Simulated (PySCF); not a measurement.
Electronic structure of F³⁺ (fluorine, charge +3) at the LDA level

Configuration: [He] 2s2 2p2, high-spin 3P determinant. All numbers are calculated (PySCF 2.14, no relativity, point nucleus, in def2-TZVPPD (6s4p3d1f, 40 functions)).

| Property | Result |
| --- | --- |
| Total energy | -94.8311 hartree |
| One-electron energy | -118.1152 hartree |
| Hartree (Coulomb) energy | 31.2175 hartree |
| Exchange-correlation energy | -7.9334 hartree |
| Kinetic energy | 94.57928 hartree |
| ⟨S²⟩ | 2.0008 |
| ⟨L²⟩ | 2.002 |
| Sum of ⟨r⟩ | 3.761 bohr |
| Sum of ⟨r²⟩ | 3.598 bohr² |
| Traceless quadrupole moment −½Σ⟨3z² − r²⟩ along its main axis | 0.313 e·bohr² |
| Density at the nucleus (Gaussians lack the cusp) | 438 bohr⁻³ |
| Spin density at the nucleus | -0.363 bohr⁻³ |
| Langevin diamagnetic susceptibility | -2.85 ×10⁻⁶ cm³/mol |

| shell | electrons | mean orbital energy (eV) | rms radius, mean of both spins (bohr) |
| --- | --- | --- | --- |
| 1s α | 1 | -736.56 | 0.205 |
| 1s β | 1 | -734.01 | 0.205 |
| 2s α | 1 | -92.520 | 0.963 |
| 2s β | 1 | -87.395 | 0.963 |
| 2p α | 2 | -74.906 | 0.911 |
